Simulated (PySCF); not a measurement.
From one molecule to another.

First species: ScF₃ (singlet state).
Structure used (PBE0-D3(BJ)/def2-SVP), in Å, numbered top down from 1:
```xyz
4
ScF3 angstrom
Sc    -0.004   -0.002    0.002
F      1.816   -0.017    0.009
F     -0.886    1.593   -0.017
F     -0.926   -1.574    0.006
```

Second species: SnHMe2Br, C₂H₇BrSn.
Structure used (PBE0-D3(BJ)/def2-SVP), in Å, numbered top down from 1:
```xyz
11
C2H7BrSn angstrom
Sn    -0.2577   -0.4365    0.5238
H     -0.4057   -0.6696    2.2177
C      1.7638   -0.5626   -0.1679
H      2.3756    0.2486    0.2513
H      1.7703   -0.4989   -1.2647
H      2.1844   -1.5311    0.1357
C     -1.3641    1.2509   -0.1906
H     -2.4055    1.1676    0.1493
H     -1.3454    1.2496   -1.2891
H     -0.9319    2.1897    0.1835
Br    -1.3840   -2.4077   -0.5491
```

Levels: CAM-B3LYP/def2-SVPD for dipole moment, HOMO energy, LUMO energy, HOMO–LUMO gap and static isotropic polarisability; TDDFT CAM-B3LYP/def2-SVPD for lowest singlet excitation; TDA CAM-B3LYP/def2-SVPD for lowest triplet excitation (Tamm–Dancoff). Geometries: PBE0-D3(BJ)/def2-SVP. Each species is one conformer at its optimised geometry, gas phase (atoms past krypton carry core potentials, spin–orbit coupling is left out). Electronic properties by PySCF.

| property | column X | column Y |
| --- | --- | --- |
| dipole moment | 0.00 D | 3.33 D |
| HOMO energy | -12.96 eV | -9.04 eV |
| LUMO energy | -1.84 eV | 0.34 eV |
| HOMO–LUMO gap | 11.12 eV | 9.38 eV |
| lowest singlet excitation | 7.11 eV | 5.98 eV |
| lowest triplet excitation (Tamm–Dancoff) | 7.08 eV | 5.57 eV |
| static isotropic polarisability | 26.9 au | 88.4 au |

(1) Which column belongs to which species?

(2) How does each property change from the first species to the second?

Results:

(1) Column X is the first species and column Y the second. The first has 4 atoms and 48 electrons, the second 11 and 104.

(2) dipole moment +3.33 D; HOMO energy +3.92 eV; LUMO energy +2.18 eV; HOMO–LUMO gap -1.74 eV; lowest singlet excitation -1.13 eV; lowest triplet excitation (Tamm–Dancoff) -1.51 eV; static isotropic polarisability +61.5 au.

On the first: The polarisability is 3.98 Å³ as a volume (1 au = 0.148185 Å³), or 0.56 au for each of the 48 electrons. In wavenumbers S1 is 57300 cm⁻¹ (1 eV = 8065.54 cm⁻¹).

On the second: The vertical singlet–triplet gap S1 − T1 is 0.41 eV (TDDFT singlet less Tamm–Dancoff triplet; S1: HOMO→LUMO, weight 0.90; T1: HOMO−1→LUMO, weight 0.72). The polarisability is 13.10 Å³ as a volume (1 au = 0.148185 Å³). Atoms past krypton carry effective core potentials; spin–orbit coupling is left out.
